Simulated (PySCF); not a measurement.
Be(F)2 anion (BeF₂), SMILES [Be]([F])[F] (connectivity only; charge and spin as stated), charge -1, multiplicity 2.

The structure is a stationary point at B3LYP-D3(BJ)/def2-TZVPD. The multiplicity is an assumed one; other spin states were not compared. The isomer is the one that the SMILES or the coordinates give; other isomers of the formula were not compared.

These are PBE/def2-TZVPD (PySCF) values and carry that method's errors.

Isolated molecule, no solvent. A positive occupied level means that this level leaves the electron formally unbound; only the finite basis holds it.

Computed frontier levels, dipole moment and polarisability:
The α spin, highest occupied and lowest empty level is 1.81 and 3.31 eV, the β spin, highest occupied and lowest empty level is -3.29 and 3.09 eV and the dipole moment about the centre of nuclear charge comes out as 3.78 D. The mean static polarisability is 155.4 bohr³ (23.02 Å³), the polarisability, principal values comes out as 130.7, 143.4, 192.0 bohr³ and the ⟨S²⟩ comes out as 0.751 (pure state 0.75).
